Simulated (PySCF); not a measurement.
# What a mistake does to a calculation on B2GeH4N

These are calculations, not measurements. They come from PySCF 2.14.0, an open-source quantum chemistry program, on an isolated molecule that a program drew, which may never have been made. The molecule is B2GeH4N (charge 0, doublet), drawn as the SMILES string `[BH][GeH2][B]=N`.

Each row is a Hartree-Fock (HF) and frozen-core CCSD(T) single point in the cc-pVDZ basis, meant for a local HF minimum. Run 1 is clean. Each other run has one planted mistake out of seven kinds, and not every kind appears here: one electron removed, one electron added, multiplicity raised by two, geometry at a saddle point, minimal basis STO-3G, one bond length entered in bohr, all coordinates scaled. The reference is restricted for singlets and unrestricted otherwise, and also for a bond in bohr. Adding or removing an electron swaps singlet and doublet. Electrons count all cores. HOMO and LUMO are orbital energies over both spins, the gradient is its largest component, and the lowest frequency (negative if imaginary) is given only where the gradient is small. Bond lengths are over the 7 bonds as drawn. T1 is the CCSD diagnostic: over 0.02 (restricted) or 0.045 (unrestricted) a single reference is doubtful. Germanium has the cc-pVDZ-PP basis, with a core potential (ECP10MDF) in place of its 10 inner electrons, and its 3s, 3p and 3d shells are frozen in CCSD(T).

Geometry of the clean run:
```xyz
8
B2GeH4N, angstrom
B    -0.9838   -2.6188    2.3098
Ge    0.0906   -1.2812    1.1487
B     0.1315   -2.0312   -0.7658
N     0.1463   -2.4998   -1.9012
H    -0.6560   -3.5812    2.9377
H    -0.5824    0.0930    1.1130
H     1.5378   -1.0929    1.6235
H     0.1621   -2.8641   -2.8169
```

```
run,electrons,basis functions,<S^2>,HOMO (eV),LUMO (eV),gradient (hartree/bohr),lowest frequency (cm^-1),mean bond (Å),longest bond (Å),T1,HF (hartree),CCSD(T) (hartree),mistake
1,53,85,0.757,-9.15,0.95,3.7e-05,104,1.5146,2.072,0.0171,-399.45313,-399.90598,no fault
2,53,85,0.757,-9.27,0.75,8.9e-02,-,1.6237,2.221,0.0198,-399.41695,-399.88440,all coordinates scaled
3,53,85,3.762,-8.14,-2.17,4.6e-02,-,1.5146,2.072,0.0268,-399.32751,-399.77117,multiplicity raised by two
4,53,85,1.762,-8.98,0.21,6.6e-03,-,1.7760,3.886,0.0548,-399.35167,-399.78088,?
5,52,85,0.000,-15.49,-6.63,4.3e-02,-,1.5146,2.072,0.0222,-399.16274,-399.61274,?
```

**Which mistake was planted in run 4, and what did it cost?**

The mean bond changes by a factor of 1.173 and the longest by 1.875, so the molecule wasn't scaled as a whole. A length L in bohr read as angstrom grows by (1/0.5292 - 1) L = 0.890 L. The 7 bonds together grew by 7 x 0.2614 = 1.830 Å, which gives L = 2.057 Å. That is bond Ge2-B3, 2.057 Å in the clean geometry. So the mistake is: one bond length entered in bohr. Subtracting run 1 and multiplying by 627.51 kcal/mol a hartree, the energy moved by 63.7 kcal/mol in HF and 78.5 kcal/mol in CCSD(T).

**Which mistake was planted in run 5, and what did it cost?**

It counts 52 electrons, one fewer than the clean run, at the same geometry and basis. So the mistake is: one electron removed. Subtracting run 1 and multiplying by 627.51 kcal/mol a hartree, the energy moved by 182.2 kcal/mol in HF and 184.0 kcal/mol in CCSD(T).

Cautions from the logs. Run 4: T1 is over the limit, so its CCSD(T) energy is less reliable; run 5: T1 is over the limit, so its CCSD(T) energy is less reliable.
